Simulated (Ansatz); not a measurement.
`N[Si@H](O)O[Si@@H](N)O` + `N[SiH](O)F` → `N[Si@H](F)O[Si@@H](N)O` + `N[SiH](O)O`  (ligand exchange at the Si–O bond)

Calculated with Ansatz (gas phase, PBE0-D4/def2-TZVP geometries, no zero-point term in ΔE). CBS: MP2 limit from def2 TZ/QZ plus the TZ coupled-cluster correction, frozen cores. This one scheme is used for every species. DFT in def2-TZVPP. B3LYP here is the variant with VWN-RPA as its local correlation; programs differ in this. One conformer a species, not always the lowest.

```json
{"level": "B2PLYP", "ΔE (kcal/mol)": "0.4", "difference from CCSD(T)/CBS": "-0.1"}
{"level": "PBE", "ΔE (kcal/mol)": "0.4", "difference from CCSD(T)/CBS": "-0.1"}
{"level": "r2SCAN", "ΔE (kcal/mol)": "0.6", "difference from CCSD(T)/CBS": "0.1"}
{"level": "B3LYP", "ΔE (kcal/mol)": "0.2", "difference from CCSD(T)/CBS": "-0.3"}
{"level": "MP2/def2-TZVPP", "ΔE (kcal/mol)": "0.7", "difference from CCSD(T)/CBS": "0.2"}
{"level": "CCSD/def2-TZVPP", "ΔE (kcal/mol)": "0.5", "difference from CCSD(T)/CBS": "0.0"}
{"level": "MP2/def2-QZVPP", "ΔE (kcal/mol)": "0.6", "difference from CCSD(T)/CBS": "0.1"}
{"level": "SCS-MP2/def2-QZVPP", "ΔE (kcal/mol)": "0.4", "difference from CCSD(T)/CBS": "-0.1"}
{"level": "MP2/CBS(def2)", "ΔE (kcal/mol)": "0.5", "difference from CCSD(T)/CBS": "0.0"}
{"level": "CCSD/CBS(def2)", "ΔE (kcal/mol)": "0.4", "difference from CCSD(T)/CBS": "-0.1"}
{"level": "CCSD(T)/CBS", "ΔE (kcal/mol)": "0.5", "difference from CCSD(T)/CBS": "0"}
```

Largest T1 diagnostic among the species: 0.011.
